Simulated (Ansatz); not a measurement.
Frontier orbitals of C$_{4}$H$_{11}$BO, SMILES `BOC(C)(C)C`.

```xyz
17

B     1.9889   -1.1522   -0.0760
O     1.3105   -0.0294    0.1796
C    -0.1041    0.2113    0.0517
C    -0.8779   -1.0090   -0.4098
C    -0.2404    1.3447   -0.9520
C    -0.5710    0.6528    1.4292
H     3.1723   -1.1000    0.1087
H     1.4606   -2.1563   -0.4656
H    -0.7732   -1.8403    0.2899
H    -1.9368   -0.7504   -0.4749
H    -0.5494   -1.3469   -1.3942
H    -1.2845    1.6503   -1.0455
H     0.3482    2.2056   -0.6305
H     0.1169    1.0300   -1.9349
H     0.0151    1.5080    1.7696
H    -0.4507   -0.1573    2.1516
H    -1.6244    0.9390    1.4031
```

Total charge 0; spin multiplicity 1. Geometry: relaxed with PBE0-D4/def2-TZVP. Basis def2-TZVPP, the Gaussian-basis code of Ansatz.

```json
{"functional": "r2SCAN0", "HOMO (eV)": "-8.33", "LUMO (eV)": "0.06"}
```

Problem. Give HOMO and LUMO (eV) with LDA (SPW92), PBE, revPBE, BLYP, r2SCAN, B97M-V, PBE0, B3LYP, r2SCANh, HSE06 (plane-wave form), BHLYP, CAM-B3LYP, LC-ωPBE, ωB97X-V, ωB97M-V. (Best estimate.)

Solution. Computed: 
| functional | HOMO | LUMO |
| --- | --- | --- |
| LDA (SPW92) | -6.74 | -1.43 |
| PBE | -6.67 | -1.16 |
| revPBE | -6.63 | -1.05 |
| BLYP | -6.60 | -1.04 |
| r2SCAN | -6.97 | -0.77 |
| B97M-V | -7.12 | -0.94 |
| PBE0 | -8.13 | -0.18 |
| B3LYP | -7.93 | -0.43 |
| r2SCANh | -7.51 | -0.43 |
| HSE06 (plane-wave form) | -7.72 | -0.56 |
| BHLYP | -9.56 | 0.75 |
| CAM-B3LYP | -9.59 | 0.84 |
| LC-ωPBE | -10.91 | 2.07 |
| ωB97X-V | -10.60 | 1.92 |
| ωB97M-V | -10.49 | 1.62 |

B3LYP here is the variant with VWN-RPA as its local correlation; programs differ in this. LC-ωPBE has ω = 0.4 bohr⁻¹. Positive LUMOs are unbound and depend on the basis.
